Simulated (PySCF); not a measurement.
Br₂Zn, singlet, geometry from GFN2-xTB (such geometries of metal compounds can be far from the true shape); PBE/STO-3G (PySCF).

Input for PySCF:
```python
from pyscf import gto, scf, dft

mol = gto.Mole()
mol.atom = '''
    Zn   -0.00812161   -0.01195013   -0.01326557
    Br   -0.24664341    1.76351145   -1.42520509
    Br    0.25360479   -1.75326848    1.43657557
'''
mol.basis = 'sto-3g'
mol.verbose = 5
mol.build()

mf = dft.RKS(mol)
mf.xc = 'pbe'
mf.kernel()
mf.analyze()
```

Output, abridged:

```
PySCF version 2.14.0

[INPUT] verbose = 5
[INPUT] max_memory = 4000
[INPUT] num. atoms = 3
[INPUT] num. electrons = 100
[INPUT] charge = 0
[INPUT] spin (= nelec alpha-beta = 2S) = 0
[INPUT] symmetry False subgroup None
[INPUT] Mole.unit = angstrom
[INPUT] Symbol           X                Y                Z      unit          X                Y                Z       unit  Magmom
[...]
[INPUT] ---------------- BASIS SET ----------------
[INPUT] l, kappa, [nprim/nctr], expnt,             c_1 c_2 ...
[INPUT] Br
[...]
                                479.0573224       0.5353281423
                                129.651607        0.4446345422
[...]
                                51.08493222       0.3995128261
                                16.61440546       0.7001154689
[...]
                                5.948649577       0.2175436044
                                2.29517394        0.9166769611
[...]
                                0.5152256318      0.0196064117
                                0.2275290713      1.131034442
[...]
                                51.08493222       0.6076837186
                                16.61440546       0.3919573931
[...]
                                5.948649577       0.5777664691
                                2.29517394        0.4846460366
[...]
                                0.5152256318      0.5715227604
                                0.2275290713      0.5498949471
[...]
                                5.948649577       0.6555473627
                                2.29517394        0.286573259
[INPUT] Zn
[...]
                                351.4485021       0.5353281423
                                95.11568021       0.4446345422
[...]
                                36.21425391       0.3995128261
                                11.77799934       0.7001154689
[...]
                                3.746257327       0.2175436044
                                1.445422541       0.9166769611
[...]
                                0.328360379       0.0196064117
                                0.1450074055      1.131034442
[...]
                                36.21425391       0.6076837186
                                11.77799934       0.3919573931
[...]
                                3.746257327       0.5777664691
                                1.445422541       0.4846460366
[...]
                                0.328360379       0.5715227604
[...]
SCF not converged.
Total Energy =                       -6841.715074683092098
[...]
0 Zn 3dyz       -0.00762   0.00001   0.00019   0.00004
0 Zn 3dz^2       0.00084   0.00007  -0.00007  -0.00011
0 Zn 3dxz        0.00110  -0.00005  -0.00004  -0.00005
0 Zn 3dx2-y2    -0.00456   0.00001   0.00013  -0.00007
1 Br 1s         -0.00089   0.00000   0.00003  -0.00049
1 Br 2s          0.00056   0.00000  -0.00000  -0.00108
1 Br 3s          0.08333  -0.00018  -0.00241   0.04712
1 Br 4s          0.19212  -0.00040  -0.00542   0.11035
1 Br 2px        -0.00008   0.00093   0.00031  -0.00010
1 Br 2py         0.00079  -0.00010   0.00059   0.00082
1 Br 2pz        -0.00057  -0.00028   0.00074  -0.00064
1 Br 3px         0.00226  -0.02399  -0.00808   0.00292
1 Br 3py        -0.02116   0.00267  -0.01503  -0.02290
1 Br 3pz         0.01555   0.00727  -0.01900   0.01786
1 Br 4px        -0.05653   0.65152   0.21949  -0.06194
1 Br 4py         0.54179  -0.07201   0.41004   0.49097
1 Br 4pz        -0.39535  -0.19749   0.51477  -0.38154
1 Br 3dxy        0.00033   0.00001   0.00000   0.00171
1 Br 3dyz        0.00182  -0.00001  -0.00011   0.01021
1 Br 3dz^2      -0.00022  -0.00001  -0.00001  -0.00088
1 Br 3dxz       -0.00027  -0.00001  -0.00000  -0.00135
1 Br 3dx2-y2     0.00108  -0.00002  -0.00009   0.00634
2 Br 1s         -0.00088   0.00000   0.00003   0.00049
2 Br 2s          0.00057   0.00000  -0.00001   0.00108
2 Br 3s          0.08312  -0.00016  -0.00239  -0.04752
2 Br 4s          0.19163  -0.00034  -0.00537  -0.11122
2 Br 2px         0.00012   0.00096   0.00029  -0.00012
2 Br 2py        -0.00073  -0.00012   0.00067   0.00079
2 Br 2pz         0.00063  -0.00032   0.00070  -0.00067
2 Br 3px        -0.00313  -0.02480  -0.00738   0.00348
2 Br 3py         0.01962   0.00299  -0.01722  -0.02223
2 Br 3pz        -0.01706   0.00817  -0.01798   0.01884
2 Br 4px         0.08041   0.67418   0.20039  -0.07503
2 Br 4py        -0.50066  -0.08160   0.46647   0.47561
2 Br 4pz         0.43684  -0.22219   0.48996  -0.40417
2 Br 3dxy        0.00031  -0.00006  -0.00001  -0.00187
2 Br 3dyz        0.00175   0.00001  -0.00011  -0.01031
2 Br 3dz^2      -0.00019  -0.00004   0.00006   0.00134
2 Br 3dxz       -0.00026   0.00004   0.00002   0.00157
2 Br 3dx2-y2     0.00105  -0.00001  -0.00003  -0.00602
 ** Mulliken pop on meta-lowdin orthogonal AOs  **
 ** Mulliken pop  **
 ** Mulliken atomic charges  **
charge of    0Zn =     -5.53521
charge of    1Br =      2.70947
charge of    2Br =      2.82573
Dipole moment(X, Y, Z, Debye):  0.52400, -0.42833,  1.43141
```

The run did not converge; its last values are not results.
